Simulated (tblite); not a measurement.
C4H3ClFO (doublet state).
Z-matrix (Å and degrees, GFN2-xTB geometry), rows numbered from 1:
```
C 
C   1  1.5108
F   2  1.3718  1  109.72
Cl  2  1.8463  1  109.91  3   115.78
C   2  1.4290  1  116.84  3  -131.82
C   5  1.2652  2  151.66  1   156.44
O   6  1.1709  5  167.73  2   177.31
H   1  1.0852  2  109.97  3  -176.17
H   1  1.0886  2  108.59  3    64.11
H   1  1.0873  2  109.82  3   -55.03
```

Computed with GFN2-xTB (tblite): harmonic, unscaled wavenumbers at the GFN2-xTB geometry, gas phase. The method is semi-empirical: single wavenumbers can be off by several per cent or more. One conformer, not necessarily the lowest. Open shells enter through the occupations alone, without spin polarisation, and single modes of such species can be off by tens of per cent.

Harmonic wavenumbers (cm⁻¹): 73.1, 100.5, 196.6, 253.1, 284.1, 340.1, 353.7, 445.4, 449.0, 507.8, 561.6, 731.8, 896.6, 1041.1, 1100.9, 1145.7, 1383.7, 1447.2, 1453.8, 1550.3, 2227.5, 3033.8, 3050.0, 3071.4.

A = 3275, B = 1416, C = 1221 MHz; mass 120.986 u (most abundant isotopes); point group C1, symmetry number 1; spin multiplicity 2.

What is the zero-point energy?

½Σν̃ = 12849 cm⁻¹ = 36.74 kcal/mol.

What is S at 400 K and 1 bar for an ideal gas of classical rigid rotors and harmonic oscillators?

Translation 41.77, rotation 29.31, vibration 25.19, spin (R ln 2) 1.38: S = 97.6 cal/(mol K).

And Cp and H(400 K) − H(0)?

Cp = 32.28 cal/(mol K), of which vibrations give 24.33 (their classical limit is 24 R = 47.7); H(400 K) − H(0) = 8.54 kcal/mol without the zero-point energy, 5.36 from vibrations.

How do the functions run with temperature in this model?

```
 T (K)  S (cal/(mol K))  Cp (cal/(mol K))  H − H(0) (kcal/mol)  G − H(0) (kcal/mol)  ln q(vib)
   150             72.8              19.0                 1.93                -8.98       1.60
   250             84.1              25.5                 4.18               -16.85       3.34
298.15             88.8              27.9                 5.46               -21.02       4.18
   600            112.0              38.5                15.66               -51.54       9.14
   900            128.8              44.3                28.17               -87.78      13.37
```

q(vib) and H(0) count from the zero-point level.

Blend soft modes into free rotors: weight 1/[1 + (100 cm⁻¹/ν̃)⁴] for the oscillator and the rest for a rotor with moment μB/(μ + B), μ = h/(8π²ν), B = 10⁻⁴⁴ kg m². What vibrational entropy results?

23.82 cal/(mol K) in place of 25.19, which changes −T·S at 400 K by +0.55 kcal/mol.

What must be added to the electronic energy to get the Gibbs energy at 400 K and 1 bar?

ZPE + [H(400 K) − H(0)] − T·S = 36.74 + 8.54 − 39.06 = 6.22 kcal/mol.

Which modes carry the vibrational entropy at 400 K?

73.1 cm⁻¹: 4.65; 100.5 cm⁻¹: 4.02; 196.6 cm⁻¹: 2.72; 253.1 cm⁻¹: 2.24; 284.1 cm⁻¹: 2.03; 340.1 cm⁻¹: 1.71 cal/(mol K); the other 18 give 7.83 together.

Hindered rotation and anharmonicity are outside this model. Other conformers, if any are populated, would add a mixing term that is left out. The structure is chiral; the term R ln 2 for an equal mix with its mirror image is left out.

Hardware: an Intel Xeon at 2.60 GHz with one thread, shared host with 128 logical CPUs at a one-minute load of 13. Cost: 0.27 s of wall time. This covers the Hessian and the dipole derivatives.
